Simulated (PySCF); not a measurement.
**Working out the ionisation energy of Nb**

Nb [Kr] 4d4 5s1 (6D) → Nb⁺ [Kr] 4d4 (5D). Computed with PySCF 2.14 in aug-cc-pwCVTZ-DK (11s10p8d4f3g, 136 functions), with scalar relativity by spin-free X2C-1e. Frozen: [Ar] 3d10. Energies in hartree (1 hartree = 27.21139 eV):

```csv
part,Nb (lower),Nb⁺ (upper)
UHF,-3817.132899,-3816.912869
MP2 opposite-spin,-0.237449,-0.230413
MP2 same-spin,-0.132320,-0.110111
```

What does Hartree-Fock give?

(-3816.912869) − (-3817.132899) = 0.220030 hartree = 5.987 eV.

What do MP2 and SCS-MP2 (6/5 opposite-spin, 1/3 same-spin) give?

The opposite-spin parts differ by 0.191 eV and the same-spin parts by 0.604 eV. MP2: 5.987 + (0.191) + (0.604) = 6.782 eV. SCS-MP2: 5.987 + 1.2 × (0.191) + (0.604)/3 = 6.418 eV.

Measured between the centres of the two terms (NIST): 6.776 eV, so MP2 (valence and next inner shell) is off by 0.006 eV.

What remains against the reference includes basis incompleteness, the frozen core and correlation beyond second order.
